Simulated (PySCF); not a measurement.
Species: [CrI4]2- (charge -2 and quintet state).
Bonds: Cr1–I2, Cr1–I3, Cr1–I4, Cr1–I5.
The ion is multiply charged and has no counter-ions or solvent; whether it holds all its electrons wasn't checked.

Method: PySCF, PBE0-D3(BJ)/def2-SVP geometry optimisation, gas phase, def2 core potentials past Kr; unrestricted, density fitting, grid level 1; the optimiser is geomeTRIC in internal coordinates, started from a GFN2-xTB structure with every atom displaced at random (about 0.03 Å).

The end geometry, which sets the zero of energy:
```
atom  x, y, z in Å
Cr1     0.0115   -0.0251   -0.0164
I2     -0.7571   -0.0158    2.6571
I3      2.4402   -0.0595   -1.3620
I4     -0.7589    2.5688   -0.6525
I5     -0.8608   -2.5788   -0.6884
```

**Question.** These geometries come from the run, each turned onto the end geometry. Order them by energy, lowest first.
A.
```
atom  x, y, z in Å
Cr1    -0.0325   -0.0133    0.0000
I2     -0.3627   -0.0428    2.8287
I3      2.5380   -0.0523   -0.9943
I4     -0.9781    2.4237   -0.9439
I5     -1.0898   -2.4257   -0.9526
```
B.
```
atom  x, y, z in Å
Cr1    -0.0086   -0.0093   -0.0346
I2     -0.6249   -0.0524    2.6603
I3      2.4955   -0.1001   -1.2377
I4     -0.8659    2.5693   -0.7223
I5     -0.9212   -2.5180   -0.7278
```
C.
```
atom  x, y, z in Å
Cr1    -0.0108   -0.0120   -0.0298
I2     -0.5499   -0.0618    2.6780
I3      2.5144   -0.1052   -1.1668
I4     -0.9158    2.5465   -0.7742
I5     -0.9630   -2.4780   -0.7694
```
D.
```
atom  x, y, z in Å
Cr1    -0.0880    0.0189    0.0080
I2     -0.3827   -0.0334    2.9339
I3      2.5083   -0.0341   -1.0235
I4     -0.9093    2.3987   -0.9783
I5     -1.0535   -2.4606   -1.0023
```

**Answer.** B (0.009 eV), C (0.021 eV), A (0.076 eV), D (0.134 eV).

In the order of the answer:

```tsv
step	E above end (eV)	largest force (eV/Å)	rms force component (eV/Å)	rms distance from end (Å)	rms bond change (Å)	bond most changed (Å)
7	0.009	0.08	0.042	0.114	0.019	Cr1–I4 +0.023
6	0.021	0.13	0.062	0.178	0.027	Cr1–I5 -0.036
5	0.076	0.20	0.071	0.356	0.036	Cr1–I2 +0.066
3	0.134	0.54	0.197	0.362	0.094	Cr1–I2 +0.159
```

The cost below is that of the whole optimisation. Time: 10 min of wall time; peak memory 0.78 GiB. Hardware: an Arm Neoverse V2 with one thread, shared host with 96 logical CPUs at a one-minute load of 44.
